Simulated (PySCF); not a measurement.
Cd: ionisation energy

Cd [Kr] 4d10 5s2 (1S) → Cd⁺ [Kr] 4d10 5s1 (2S), as a difference of total energies. Computed with PySCF 2.14 in x2c-SVPall, with scalar relativity by spin-free X2C-1e. Correlated levels: valence: [Kr] frozen. The calculations carry no spin-orbit coupling.

```csv
method,ionisation energy (eV)
UHF,7.348
M06-L,8.873
B3LYP,9.113
MP2 (valence),8.436
SCS-MP2 (valence),8.452
```

Question: How much does correlation contribute at MP2 (valence)?

Answer: 8.436 − (7.348) = 1.088 eV, measured against UHF.

Errors of the correlated levels include the incompleteness of this basis and the frozen core.

MP2 underrates the near-degeneracy of ns² with np² in the lower species.

For comparison: 8.994 eV (measured; NIST Atomic Spectra Database, ionization energies).
